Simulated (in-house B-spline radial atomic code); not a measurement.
A fraction x of an electron is removed from 3d in Co2+, starting from [Ar] 3d7 and keeping the highest spin. All numbers are computed (non-relativistic r2SCAN, spin-polarised, spherical fractional occupations; point nucleus) with an all-electron radial atomic-structure program (B-spline basis), not measured.

| x | E(x) - E(0) (eV) | 3d down level (eV) |
| --- | --- | --- |
| 0 | 0.0000 | -24.863 |
| 0.1 | 2.5646 | -26.433 |
| 0.2 | 5.2876 | -28.031 |
| 0.28 | 7.5819 | -29.329 |
| 0.47 | 13.4522 | -32.479 |
| 0.5 | 14.4342 | -32.984 |
| 0.59 | 17.4715 | -34.515 |
| 0.73 | 22.4724 | -36.934 |
| 0.78 | 24.3409 | -37.809 |
| 0.97 | 31.8442 | -41.187 |
| 1 | 33.0879 | -41.727 |

The exact functional would give a straight line between the two integer points. Deviations E(x) - E(0) - x[E(1) - E(0)], in eV: -0.744 at x = 0.1, -1.33 at x = 0.2, -1.683 at x = 0.28, -2.099 at x = 0.47, -2.11 at x = 0.5, -2.05 at x = 0.59, -1.682 at x = 0.73, -1.468 at x = 0.78, -0.251 at x = 0.97.

The curve lies below the straight line by up to 2.11 eV (at x = 0.5): convex, the delocalisation error that favours fractional charges.

(1) How well does Slater's transition state (minus the level at half occupation) give the ionisation energy?

## Answers

(1) It gives 32.984 eV against 33.088 eV from the two total energies; NIST lists 33.50 eV, ground level to ground level.
